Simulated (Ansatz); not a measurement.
Total energies of `N[SiH2][GeH3]`.

```
atom   x (Å)   y (Å)   z (Å)
  N1   1.446  -0.893   0.600
 Si2   0.317  -0.540  -0.652
 Ge3  -1.300   0.982   0.201
  H4   1.887  -0.140   1.104
  H5   2.078  -1.671   0.497
  H6  -0.326  -1.822  -1.046
  H7   0.895   0.052  -1.899
  H8  -0.606   2.220   0.803
  H9  -2.154   0.341   1.307
 H10  -2.239   1.472  -0.915
```

Total charge 0; spin multiplicity 1. Correlated methods include outer-core shells of Ge, which these sets cover unevenly. Scalar relativity is left out up to krypton. The structure was optimised at the PBE0-D4/def2-TZVP level. It is one conformer, not always the lowest. Basis def2-TZVPP, Ansatz 0.2.0.

RPA on PBE orbitals: Hartree–Fock energy of these orbitals -2422.82677 Eh, correlation -1.04361 Eh (frozen core).

```tsv
functional	kind	energy without D4 (Eh)	D4 term (kJ/mol)
LDA (SPW92)	LDA	-2420.68083	–
PBE	GGA	-2424.96292	-18.0
revPBE	GGA	-2425.26925	-50.6
BLYP	GGA	-2425.52914	-38.9
r2SCAN	meta-GGA	-2425.44133	-4.3
B97M-V	meta-GGA with VV10	-2425.04213	–
PBE0	global hybrid, 25 % exact exchange	-2425.05725	-15.3
B3LYP	global hybrid, 20 %	-2425.58774	-29.1
r2SCANh	meta-GGA hybrid, 10 %	-2425.42949	-4.6
r2SCAN0	meta-GGA hybrid, 25 %	-2425.41293	-5.1
HSE06 (plane-wave form)	screened hybrid	-2425.04738	-14.3
BHLYP	global hybrid, 50 %	-2425.45643	-23.8
CAM-B3LYP	range-separated hybrid	-2425.61127	-15.6
LC-ωPBE	long-range corrected hybrid	-2425.12093	–
ωB97X-V	range-separated hybrid GGA with VV10	-2425.25806	–
ωB97M-V	range-separated hybrid meta-GGA with VV10	-2425.33067	–
B2PLYP	double hybrid	-2424.97018	–
PBE-QIDH	double hybrid	-2424.63914	–
```

B3LYP takes the VWN-RPA correlation (the form of Gaussian; ORCA's B3LYP/G). HSE06 is the plane-wave form, built on full-range PBE exchange. The double hybrids freeze the cores in their second-order part.

LC-ωPBE has ω = 0.4 bohr⁻¹.
